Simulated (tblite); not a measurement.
Species: C4H7FGeO2.
Atom-mapped SMILES: `[CH3:1][CH2:2][C:3]1=[CH:4][O:5][Ge@H:6]([F:7])[O:8]1` (hydrogens: H9, H10, H11 on C1; H12, H13 on C2; H14 on C4; H15 on Ge6)

Computed with GFN2-xTB (tblite), gas phase: L-BFGS steps from a force-field or distance-geometry start until the largest atomic force falls under 0.01 eV/Å.

Step 14: E = -734.4649 eV
```
atom  x, y, z in Å  |  force x, y, z in eV/Å
C1     -2.1812    0.4355    0.2473   -0.081   0.072   0.042
C2     -1.2767   -0.7032   -0.2191   -0.006  -0.037   0.017
C3      0.1554   -0.3944    0.0532    0.022  -0.008   0.003
C4      0.8334   -0.6137    1.1721    0.039  -0.013   0.003
O5      2.1599   -0.2018    1.1914    0.046  -0.032   0.029
Ge6     2.5252    0.5043   -0.3872    0.031   0.010  -0.014
F7      2.8969    2.1999   -0.2299   -0.052  -0.011  -0.009
O8      0.8700    0.2318   -0.9632    0.073   0.007  -0.047
H9     -2.0251    0.6182    1.3077   -0.035   0.014   0.000
H10    -1.9599    1.3513   -0.2954    0.034  -0.024  -0.011
H11    -3.2269    0.1826    0.0846    0.030  -0.008  -0.004
H12    -1.5320   -1.6198    0.3140   -0.056  -0.015   0.000
H13    -1.4085   -0.8682   -1.2878    0.019   0.013  -0.038
H14     0.4825   -1.0782    2.0734   -0.001   0.008   0.019
H15     3.6824   -0.0363   -1.1621   -0.064   0.025   0.012
```

Step 15: E = -734.4660 eV
```
atom  x, y, z in Å  |  force x, y, z in eV/Å
C1     -2.1825    0.4352    0.2478   -0.062   0.077   0.032
C2     -1.2761   -0.7036   -0.2183   -0.036  -0.019   0.019
C3      0.1569   -0.3955    0.0550    0.003  -0.021   0.001
C4      0.8367   -0.6142    1.1732    0.019  -0.019   0.003
O5      2.1644   -0.2044    1.1924    0.015  -0.029   0.019
Ge6     2.5262    0.5043   -0.3852    0.033  -0.009  -0.054
F7      2.8937    2.1997   -0.2316   -0.049   0.007  -0.001
O8      0.8708    0.2287   -0.9632    0.088   0.009  -0.027
H9     -2.0279    0.6206    1.3084   -0.034   0.001  -0.015
H10    -1.9581    1.3494   -0.2961    0.022  -0.013  -0.009
H11    -3.2287    0.1833    0.0835    0.057  -0.008  -0.002
H12    -1.5403   -1.6198    0.3111   -0.014  -0.023   0.009
H13    -1.4066   -0.8662   -1.2879    0.024   0.018  -0.027
H14     0.4839   -1.0770    2.0742    0.004   0.003   0.032
H15     3.6831   -0.0325   -1.1644   -0.070   0.025   0.020
```

Step 16: E = -734.4669 eV
```
atom  x, y, z in Å  |  force x, y, z in eV/Å
C1     -2.1842    0.4361    0.2485   -0.012   0.046   0.008
C2     -1.2765   -0.7040   -0.2172   -0.039   0.008   0.015
C3      0.1582   -0.3971    0.0570   -0.008  -0.026  -0.003
C4      0.8399   -0.6152    1.1745   -0.002  -0.022  -0.001
O5      2.1685   -0.2072    1.1934   -0.013  -0.024  -0.001
Ge6     2.5274    0.5039   -0.3845    0.017  -0.020  -0.054
F7      2.8902    2.1994   -0.2333   -0.047   0.023   0.005
O8      0.8727    0.2256   -0.9633    0.072  -0.004   0.004
H9     -2.0310    0.6228    1.3090   -0.032  -0.004  -0.014
H10    -1.9562    1.3479   -0.2971    0.011   0.006  -0.008
H11    -3.2298    0.1839    0.0823    0.053  -0.006  -0.004
H12    -1.5483   -1.6204    0.3084    0.022  -0.018   0.011
H13    -1.4042   -0.8638   -1.2885    0.022   0.022  -0.001
H14     0.4857   -1.0759    2.0763    0.011   0.004   0.030
H15     3.6831   -0.0278   -1.1665   -0.056   0.014   0.013
```

Step 17: E = -734.4675 eV
```
atom  x, y, z in Å  |  force x, y, z in eV/Å
C1     -2.1854    0.4374    0.2489    0.030   0.009  -0.012
C2     -1.2775   -0.7041   -0.2163   -0.015   0.023   0.007
C3      0.1587   -0.3986    0.0585   -0.008  -0.022  -0.004
C4      0.8419   -0.6162    1.1757   -0.014  -0.021  -0.003
O5      2.1709   -0.2095    1.1939   -0.024  -0.021  -0.018
Ge6     2.5282    0.5030   -0.3852   -0.005  -0.016  -0.025
F7      2.8871    2.1991   -0.2346   -0.046   0.028   0.008
O8      0.8750    0.2233   -0.9631    0.036  -0.021   0.022
H9     -2.0335    0.6241    1.3091   -0.027  -0.001  -0.004
H10    -1.9549    1.3473   -0.2980    0.005   0.021  -0.007
H11    -3.2298    0.1843    0.0814    0.030  -0.003  -0.009
H12    -1.5530   -1.6213    0.3068    0.039  -0.005   0.008
H13    -1.4021   -0.8616   -1.2890    0.015   0.023   0.019
H14     0.4874   -1.0753    2.0786    0.014   0.007   0.020
H15     3.6825   -0.0238   -1.1677   -0.031  -0.001  -0.002
```

Q: Estimate the geometry and energy of step 18. (The exact step hangs on the optimiser's Hessian estimate; all steps are aligned on step 17, rigid shifts and turns removed.)

A: E = -734.4679 eV, largest force 0.052 eV/Å
```
atom  x, y, z in Å  |  force x, y, z in eV/Å
C1     -2.1857    0.4386    0.2489    0.046  -0.012  -0.020
C2     -1.2783   -0.7038   -0.2157    0.013   0.023   0.001
C3      0.1589   -0.4001    0.0594   -0.001  -0.015  -0.002
C4      0.8427   -0.6174    1.1764   -0.017  -0.019  -0.002
O5      2.1718   -0.2114    1.1938   -0.022  -0.018  -0.026
Ge6     2.5285    0.5021   -0.3861   -0.020  -0.003   0.009
F7      2.8844    2.1993   -0.2353   -0.046   0.024   0.008
O8      0.8770    0.2213   -0.9626   -0.001  -0.034   0.023
H9     -2.0356    0.6249    1.3090   -0.020   0.005   0.006
H10    -1.9540    1.3474   -0.2987    0.003   0.029  -0.005
H11    -3.2292    0.1845    0.0806    0.009  -0.001  -0.014
H12    -1.5551   -1.6219    0.3058    0.042   0.007   0.004
H13    -1.4004   -0.8597   -1.2890    0.006   0.021   0.024
H14     0.4891   -1.0748    2.0808    0.013   0.007   0.012
H15     3.6816   -0.0210   -1.1684   -0.007  -0.014  -0.018
```

The energy changes by -0.0004 eV. The first-order estimate −F·Δx gives -0.0005 eV and the mean of the old and new forces, exact on a quadratic surface, -0.0004 eV. The step makes an angle of 60° with the force vector and moves no atom by more than 0.003 Å.

What follows is the cost of the whole relaxation. Hardware: one thread, Arm Neoverse N1 (aarch64) (shared host). Cost: 0.85 s.
